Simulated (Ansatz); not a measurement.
Molecular dynamics of BH24C12F3

The input (input.yaml):

```yaml
crystal:
  lattice:
    - [8.528852, 0.0, 0.0]
    - [0.0, 8.528852, 0.0]
    - [0.0, 0.0, 8.528852]
  atoms:
    - { symbol: B, position: [0.99419775, 0.83993991, 0.58552201] }
    - { symbol: F, position: [1.15033864, 0.81878653, 0.56579957] }
    - { symbol: F, position: [0.8817753, 0.93913595, 0.53229042] }
    - { symbol: F, position: [0.9500764, 0.71260475, 0.68086865] }
    - { symbol: C, position: [0.89212126, 0.74345941, 0.20074417] }
    - { symbol: C, position: [0.80978665, 0.61454199, 0.17302567] }
    - { symbol: H, position: [0.81368777, 0.85491893, 0.24422696] }
    - { symbol: H, position: [0.98941386, 0.78789867, 0.11733815] }
    - { symbol: H, position: [0.68903078, 0.63222059, 0.23114718] }
    - { symbol: H, position: [0.8551812, 0.48971758, 0.12865141] }
    - { symbol: C, position: [0.53801851, 0.32419214, 0.12711859] }
    - { symbol: C, position: [0.52668102, 0.31185571, -0.03186718] }
    - { symbol: H, position: [0.66301319, 0.38262442, 0.18183128] }
    - { symbol: H, position: [0.44945732, 0.29448791, 0.21079415] }
    - { symbol: H, position: [0.62468435, 0.37347094, -0.09733272] }
    - { symbol: H, position: [0.40274368, 0.30733694, -0.09301757] }
    - { symbol: C, position: [0.45874201, -0.12026992, 0.84040199] }
    - { symbol: C, position: [0.59564826, -0.10064346, 0.74369885] }
    - { symbol: H, position: [0.33624167, -0.10311936, 0.81600303] }
    - { symbol: H, position: [0.46304974, -0.13523523, 0.96521714] }
    - { symbol: H, position: [0.58985923, -0.10002608, 0.61001316] }
    - { symbol: H, position: [0.68935949, -0.10936787, 0.81992598] }
    - { symbol: C, position: [0.46541881, 0.39278622, 0.53173133] }
    - { symbol: C, position: [0.42520593, 0.24333083, 0.50217642] }
    - { symbol: H, position: [0.53092269, 0.43367061, 0.43462828] }
    - { symbol: H, position: [0.47819541, 0.44368264, 0.64329129] }
    - { symbol: H, position: [0.44900397, 0.18850393, 0.37586393] }
    - { symbol: H, position: [0.3753515, 0.14606983, 0.56983038] }
    - { symbol: C, position: [0.31252661, 0.58410263, 0.23275511] }
    - { symbol: C, position: [0.34085129, 0.65267425, 0.09129371] }
    - { symbol: H, position: [0.31733816, 0.64551252, 0.33990769] }
    - { symbol: H, position: [0.28207235, 0.45324169, 0.24521055] }
    - { symbol: H, position: [0.41154325, 0.76915782, 0.11208461] }
    - { symbol: H, position: [0.3042642, 0.62974754, -0.03518572] }
    - { symbol: C, position: [0.00356215, 0.23168929, 0.66044178] }
    - { symbol: C, position: [0.14749119, 0.22431752, 0.71370494] }
    - { symbol: H, position: [-0.10517901, 0.21277826, 0.73274105] }
    - { symbol: H, position: [-0.02604232, 0.20665125, 0.53073283] }
    - { symbol: H, position: [0.17767119, 0.2082798, 0.84156024] }
    - { symbol: H, position: [0.25805789, 0.20817214, 0.64977432] }
basis:
  ecutwfc: 420.0
kpoints:
  mp_grid: { grid: [1, 1, 1] }
hamiltonian:
  xc: pbe
  dispersion: d3bj
scf:
  occupations: { method: fermi_dirac, width: 0.05 }
  lower_state_search: "off"
md:
  timestep: 0.5
  n_steps: 280
  ensemble: npt_langevin
  temperature: 1500.0
  initial_velocities: maxwell_boltzmann
  seed: 481525
  friction: 0.02
  pressure: 10.0
  fix_cell: [shape]
```

Command:

```bash
$ ansatz run input.yaml --threads 1 --pin off --max-ram 3072MiB --backend cpu --events-out ev --progress --plain --runs-dir out
```

It goes on from the last frame of an earlier run, with new velocities.

Output, in part (step lines):

```
md step     0: t =     0.00 fs  T =  1462.5 K  F+E_penalty+E_count = -5971.48851059 eV  E_kin = 7.561710 eV  conserved = -5926.03567209 eV  P_inst = -1.4355 GPa  V = 620.3999 Å³  selection 1  (10 SCF iters)
[... lines left out ...]
```

The steps, from the saved trajectory:

```
time (fs)  T (K)  potential energy less start (eV)  conserved less start (meV/atom)  P (GPa)  volume (Å³)
      0.0   1462                             0.000                             0.00     -1.4        620.4
      4.5   1715                            -0.493                            -0.09      2.6        618.6
      9.0   1377                             0.956                             0.51      2.4        614.4
     13.5   1403                             0.764                             0.42      1.1        607.7
     18.0   1272                             0.925                             0.52      1.4        598.7
     22.5   1405                             0.831                             0.28      1.2        589.3
     27.0   1540                             0.271                             0.24      4.2        578.9
     31.5   1599                            -0.842                             0.66      2.7        567.4
     36.0   1412                            -0.627                             0.76      2.7        553.7
     40.5   1618                            -0.802                             0.79      2.3        539.0
     45.0   1381                             0.224                             0.99      0.6        522.6
     49.5   1757                            -0.491                             0.57      2.1        506.2
     54.0   1708                            -0.820                             0.43      0.9        490.9
     58.5   1674                             0.315                             0.46      3.4        475.5
     63.0   1630                             0.379                             0.48      5.6        459.8
     67.5   1495                             1.369                             0.89      2.6        445.4
     72.0   1656                             1.064                             0.82      6.0        431.9
     76.5   1482                             1.126                             0.85      2.2        418.8
     81.0   1387                             1.024                             0.62      3.5        405.9
     85.5   1589                             0.445                             0.44      6.3        394.1
     90.0   1611                             0.660                             0.60      3.6        383.6
     94.5   1707                             1.181                             0.73      7.6        373.4
     99.0   1734                             1.405                             0.85      5.5        363.5
    103.5   1717                             1.758                             0.84      6.1        354.0
    108.0   1704                             2.094                             0.62      8.9        344.6
    112.5   1730                             1.948                             0.57      8.6        336.2
    117.0   1524                             2.728                             0.42      9.9        328.6
    121.5   1394                             3.325                             0.92      7.0        321.8
    126.0   1537                             3.364                             0.67      9.5        315.1
    130.5   1501                             3.498                             0.34     11.4        308.4
    135.0   1269                             4.918                             0.97     16.5        303.0
    139.5   1414                             4.492                             0.73     15.5        298.2
```

All steps were run. The conserved energy stayed within 1.2 meV per atom of its start (net change 0.79 meV per atom), so the integration is sound. A run of 0.14 ps of so small a system gives no equilibrium averages. Limits of this set-up: coarse k mesh. The cell's volume went from 620 to 298 Å³.

Mean squared displacements from the first frame to the last, about the centre of mass, the cell's change included: B 1.45 Å², F 1.79 Å², C 1.61 Å², H 4.33 Å².

Last frame:

```xyz
40
Lattice="6.6773 0.0000 0.0000 0.0000 6.6773 0.0000 0.0000 0.0000 6.6773" Properties=species:S:1:pos:R:3
B 6.820 5.845 4.098
F 7.705 6.385 3.326
F 5.690 6.155 3.725
F 7.083 5.245 5.203
C 6.094 5.601 0.713
C 6.255 4.596 1.517
H 5.978 5.079 -0.330
H 6.327 6.677 0.660
H 6.048 3.518 1.147
H 6.581 4.495 2.578
C 4.649 1.545 0.864
C 4.525 2.013 -0.366
H 4.008 0.808 1.321
H 5.342 1.989 1.332
H 4.008 1.868 -1.216
H 5.299 2.877 -0.614
C 3.129 -0.556 5.354
C 3.180 -1.512 4.415
H 2.397 0.339 5.265
H 3.495 -0.846 6.356
H 2.461 -1.525 3.589
H 3.905 -2.262 4.823
C 3.852 2.748 3.005
C 4.113 1.571 3.488
H 2.757 3.146 3.003
H 4.717 3.546 3.293
H 3.673 0.542 3.587
H 4.998 1.516 3.821
C 2.562 6.342 1.495
C 2.335 5.110 1.007
H 1.990 7.200 1.078
H 3.157 6.600 2.415
H 1.757 4.918 0.100
H 2.879 4.351 1.613
C 0.114 2.290 4.456
C 0.949 2.474 5.462
H -0.925 2.075 4.568
H 0.540 2.525 3.557
H 0.537 2.066 6.367
H 2.133 2.279 5.298
```

Time of the run: 13 min on 1 thread of Arm Neoverse V2 (shared host), peak memory 0.59 GiB.
